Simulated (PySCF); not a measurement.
PySCF input (BP86/6-31G* with LANL2DZ past Ar (5d)):

```python
from pyscf import gto, dft

mol = gto.M(
    atom='''
    Si   -1.39887300   -0.16414800    0.47656900
    Ge    0.71829400    0.06818900   -0.28933900
    H    -2.04104600    0.15862200    1.79913000
    H    -2.52328300   -0.73141700   -0.34729800
    H     1.16315400    0.68882100    1.13506000
    ''',
    basis={'default': '6-31g*', 'Ge': 'lanl2dz'},
    ecp={'Ge': 'lanl2dz'},
    charge=-1,
    spin=0,
    verbose=4,
)

mf = dft.RKS(mol, xc='bp86')
mf.grids.level = 3
mf.conv_tol = 1e-9
mf.max_cycle = 100
mf.max_memory = 1500
mf.kernel()
if not mf.converged:
    mf = mf.newton()
    mf.kernel(mf.make_rdm1())
mf.dip_moment()
```

From the output:

```
direct_scf_tol = 1e-13
XC library pyscf.dft.libxc version 7.1.2
    S. Lehtola, C. Steigemann, M. J. T. Oliveira, and M. A. L. Marques,  SoftwareX 7, 1–5 (2018)
XC functionals = bp86
    A. D. Becke,  Phys. Rev. A 38, 3098 (1988)
    J. P. Perdew,  Phys. Rev. B 33, 8822 (1986)
    J. P. Perdew,  Phys. Rev. B 34, 7406–7406 (1986)
radial grids:
    Treutler-Ahlrichs [JCP 102, 346 (1995); DOI:10.1063/1.469408] (M4) radial grids

becke partition: Becke, JCP 88, 2547 (1988); DOI:10.1063/1.454033
pruning grids: <function nwchem_prune>
grids dens level: 3
symmetrized grids: False
atomic radii adjust function: <function treutler_atomic_radii_adjust>
small_rho_cutoff = 0
Set gradient conv threshold to 3.16228e-05
Initial guess from minao.
tot grids = 69248
init E= -283.007119906267
  HOMO = -0.107268738947997  LUMO = 0.0036810266278593  gap/eV = 3.01910
cycle= 1 E= -294.804832466505  delta_E= -11.8  |g|= 0.647  |ddm|= 3.17
  HOMO = 0.0615307475701314  LUMO = 0.133844510362685  gap/eV = 1.96776
cycle= 2 E= -294.165439098919  delta_E= 0.639  |g|= 1.12  |ddm|= 3.42
  HOMO = 0.0256175602986097  LUMO = 0.118414599313173  gap/eV = 2.52514
cycle= 3 E= -295.085822326607  delta_E= -0.92  |g|= 0.0595  |ddm|= 2.49
  HOMO = 0.0224159372238901  LUMO = 0.111531750097242  gap/eV = 2.42496
cycle= 4 E= -295.087745371395  delta_E= -0.00192  |g|= 0.0218  |ddm|= 0.149
  HOMO = 0.0192682213529451  LUMO = 0.1099049025133  gap/eV = 2.46635
cycle= 5 E= -295.087966338776  delta_E= -0.000221  |g|= 0.00818  |ddm|= 0.0637
  HOMO = 0.0204489825507395  LUMO = 0.110815366369025  gap/eV = 2.45899
cycle= 6 E= -295.088001767267  delta_E= -3.54e-05  |g|= 0.00178  |ddm|= 0.0199
  HOMO = 0.0204923013569349  LUMO = 0.110832334606844  gap/eV = 2.45828
cycle= 7 E= -295.088003444542  delta_E= -1.68e-06  |g|= 0.00048  |ddm|= 0.00402
  HOMO = 0.0204536964856175  LUMO = 0.110797452499032  gap/eV = 2.45838
cycle= 8 E= -295.088003540369  delta_E= -9.58e-08  |g|= 0.000201  |ddm|= 0.000975
  HOMO = 0.0204450704347146  LUMO = 0.110794439998646  gap/eV = 2.45853
cycle= 9 E= -295.088003566098  delta_E= -2.57e-08  |g|= 3.72e-05  |ddm|= 0.00049
  HOMO = 0.0204443072941594  LUMO = 0.110792732241549  gap/eV = 2.45851
cycle= 10 E= -295.088003567115  delta_E= -1.02e-09  |g|= 6.58e-06  |ddm|= 0.000103
  HOMO = 0.0204444651701472  LUMO = 0.110792924157156  gap/eV = 2.45851
cycle= 11 E= -295.088003567144  delta_E= -2.9e-11  |g|= 9.15e-07  |ddm|= 1.41e-05
  HOMO = 0.0204443376308916  LUMO = 0.110792906271904  gap/eV = 2.45851
Extra cycle  E= -295.08800356714  delta_E= 4.55e-12  |g|= 2.89e-06  |ddm|= 7.13e-06
converged SCF energy = -295.08800356714

WARN: System has nonzero charge -1; the dipole moment is origin-dependent.
Location of origin: [0. 0. 0.]

Dipole moment(X, Y, Z, Debye):  0.74913,  0.06752, -0.31173
```

The dipole moment of an ion depends on the origin.

The geometry given is a B3LYP-D3(BJ)/def2-TZVP minimum.
